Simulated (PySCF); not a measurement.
In(H)(Me)(NMe2), SMILES [CH3][InH][N](C)C (C3H10InN), singlet (GFN2-xTB optimised geometry):

```
15

In     0.159    -1.285     0.000
H     -0.950    -2.565    -0.422
C      2.389    -1.285     0.000
H      2.744    -0.731     0.868
H      2.732    -0.790    -0.908
H      2.775    -2.301     0.028
N     -0.874     0.497     0.000
C     -0.246     1.710     0.458
C     -2.303     0.495     0.190
H     -0.576     2.565    -0.147
H     -0.480     1.937     1.511
H      0.839     1.615     0.352
H     -2.590     0.725     1.229
H     -2.775     1.241    -0.462
H     -2.692    -0.493    -0.076
```

Calculation: B3LYP/def2-TZVP, def2 effective core potentials past Kr (PySCF).

Problem. What are the frontier orbital energies and the dipole moment?

Solution. HOMO-2 -7.84 eV, HOMO-1 -7.38 eV, HOMO -5.65 eV, LUMO -1.43 eV, LUMO+1 -0.32 eV; dipole moment 1.04 D.

On the same geometry PBE/def2-TZVP, def2 effective core potentials past Kr (PySCF) gives HOMO-2 -6.80 eV, HOMO-1 -6.44 eV, HOMO -4.68 eV, LUMO -1.84 eV, LUMO+1 -0.82 eV; dipole moment 0.98 D.
